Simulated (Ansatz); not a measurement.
`[CH3][Zr]([F])([F])[F]` + HI → `[F][Zr]([F])([F])[I]` + CH₄ at 700 K and 1 bar (ligand exchange at a Zr–C bond).

Isolated molecules relaxed with PBE0-D4/def2-TZVP in Ansatz; ΔE leaves out vibrations. CCSD(T)/CBS adds triple-zeta CCSD(T) − MP2 to the extrapolated MP2 energy (def2 sets, frozen cores). This one scheme is used for every species. Elements past krypton have def2 core potentials. For I, Zr outer-core shells are correlated without core-valence functions, which leaves a few kJ/mol of doubt a bond.

```tsv
species	CCSD(T)/CBS energy (Eh)	H − E (kJ/mol)	S (J/(mol·K))
`[CH3][Zr]([F])([F])[F]`	-386.47392	180.5	469.6
HI	-298.03592	34.6	231.7
`[F][Zr]([F])([F])[I]`	-644.12135	78.8	449.2
CH₄	-40.46206	145.9	224.0
```

H − E and S are ideal-gas, rigid-rotor, harmonic terms from PBE0-D4/def2-TZVP. 1 Eh = 2625.50 kJ/mol, R = 8.31446 J/(mol·K).

Problem. By hand: ΔE, ΔH, ΔS and ΔG.

Solution. ΔE = (-644.12135) + (-40.46206) − (-386.47392) − (-298.03592) = -0.07357 Eh = -193.2 kJ/mol. Δ(H − E) = 78.8 + 145.9 − 180.5 − 34.6 = 9.6, so ΔH = -183.6 kJ/mol. ΔS = 449.2 + 224.0 − 469.6 − 231.7 = -28.1 J/(mol·K). ΔG = -183.6 − 700 × (-28.1)/1000 = -163.9 kJ/mol.

Problem. By hand: the equilibrium constant, and the temperature at which ΔG would vanish if ΔH and ΔS stayed fixed.

Solution. log₁₀ K = −ΔG/(RT ln 10) = 12.2. ΔG = 0 at ΔH/ΔS = 6534 K, far beyond where these terms or the molecules hold.

ΔH outweighs TΔS. A doubt of 5 kJ/mol in ΔE shifts log₁₀ K by 0.4 here. These are equilibria of isolated gas molecules and say nothing of rates. Largest T1 diagnostic: 0.017 (customary marks: 0.02 for closed shells, 0.045 for open ones).
